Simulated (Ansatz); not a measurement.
`O[Si](Cl)(Cl)CC[Si](O)(Cl)Cl`. Total charge 0; spin multiplicity 1.

```xyz
16

O    -0.3446    1.7518   -1.4773
Si    1.1283    1.3152   -0.9676
Cl    2.3998    1.6151   -2.5288
Cl    1.7294    2.5022    0.5993
C     1.2548   -0.4562   -0.4067
C     0.4832   -0.8199    0.8690
Si   -1.3546   -0.9638    0.7406
O    -2.0098    0.5076    0.4170
Cl   -1.8835   -2.2728   -0.7377
Cl   -2.1409   -1.6572    2.4933
H    -1.0756    1.5220   -0.8838
H     0.9487   -1.0885   -1.2473
H     2.3211   -0.6514   -0.2530
H     0.8137   -1.7969    1.2401
H     0.6945   -0.1077    1.6747
H    -2.9643    0.6004    0.4682
```

**Question.** Give the diagnostics of a CCSD(T)/def2-TZVPP run (frozen core, Ansatz 0.2.0). (Best estimate.)

**Answer.** Computed: T1 = 0.0101, largest single amplitude 0.010, largest double 0.013, (T) share of the correlation energy 4.1 %, 8 CCSD cycles. The RHF solution is stable towards an unrestricted one. T1 lies under the customary mark of 0.02 for closed shells.
